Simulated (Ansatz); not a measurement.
Reaction (redistribution): `O[Si@H](Cl)C[Si@H](O)Cl` + `O=CN[SiH2]O` → `O[SiH2]N[SiH](O)Cl` + `O=CC[SiH](O)Cl`

Program: Ansatz. Geometries: PBE0-D4/def2-TZVP. ΔE: electronic, gas phase. CBS: MP2 limit from def2 TZ/QZ plus the TZ coupled-cluster correction, frozen cores. Functionals use def2-TZVPP. B3LYP here is the variant with VWN-RPA as its local correlation; programs differ in this. Each species was taken in one conformer, which may not be the lowest.

| level | ΔE (kJ/mol) | difference from CCSD(T)/CBS |
| --- | --- | --- |
| PBE-D4 | 20.4 | 16.5 |
| r2SCAN-D4 | 15.2 | 11.3 |
| PBE0-D4 | 16.1 | 12.2 |
| B3LYP-D4 | 10.4 | 6.5 |
| ωB97X-V | 10.3 | 6.4 |
| ωB97M-V | 9.3 | 5.4 |
| B2PLYP | 6.5 | 2.6 |
| PBE | 18.3 | 14.4 |
| r2SCAN | 14.6 | 10.7 |
| PBE0 | 14.2 | 10.3 |
| B3LYP | 7.0 | 3.1 |
| HF/def2-TZVPP | -6.6 | -10.5 |
| MP2/def2-TZVPP | 6.3 | 2.4 |
| SCS-MP2/def2-TZVPP | 1.3 | -2.6 |
| CCSD/def2-TZVPP | 1.5 | -2.4 |
| CCSD(T)/def2-TZVPP | 5.0 | 1.1 |
| HF/def2-QZVPP | -7.8 | -11.7 |
| MP2/def2-QZVPP | 5.3 | 1.4 |
| SCS-MP2/def2-QZVPP | 0.3 | -3.6 |
| HF/CBS(def2) | -8.0 | -11.9 |
| MP2/CBS(def2) | 5.3 | 1.4 |
| CCSD/CBS(def2) | 0.5 | -3.4 |
| CCSD(T)/CBS | 3.9 | 0 |

Largest T1 diagnostic among the species: 0.015.

From PBE to PBE0 (25 % exact exchange), in def2-TZVPP and without D4, ΔE moves by −4.1 kJ/mol. In def2-TZVPP, CCSD(T) changes the Hartree–Fock value by +11.6 kJ/mol (the triples alone add +3.5 kJ/mol) and MP2 by +12.9 kJ/mol.
